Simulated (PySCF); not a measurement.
I3Ti, neutral, multiplicity 2. Atoms are numbered in the order given.

```xyz
4

Ti     0.0000     0.0000     0.0000
I      2.5494     0.0000     0.0000
I     -1.2747    -2.2079     0.0000
I     -1.2747     2.2079     0.0000
```
Charge 0, spin multiplicity 2.

Coordinates come from a PBE0-D3(BJ)/def2-SVP optimisation. The multiplicity is an assumed one; no other spin state was optimised. The isomer is the one that the SMILES or the coordinates give; other isomers of the formula were not compared. The def2 effective core potentials stand for the cores of I; spin–orbit coupling is left out.

Calculation: PBE/def2-TZVP (PySCF).

Atomic charges (e):

```
atom  Löwdin  Mulliken  Mulliken spin
----  ------  --------  -------------
Ti1    -0.81       ___           1.22
I2      0.27       ___          -0.07
I3      0.27       ___          -0.07
I4      0.27       ___          -0.07
```

Problem. Some entries are withheld; supply them. (Estimate from the structure and the level; the computed values follow.)

Solution. 
- Ti1, Mulliken: 0.66
- I2, Mulliken: -0.22
- I3, Mulliken: -0.22
- I4, Mulliken: -0.22
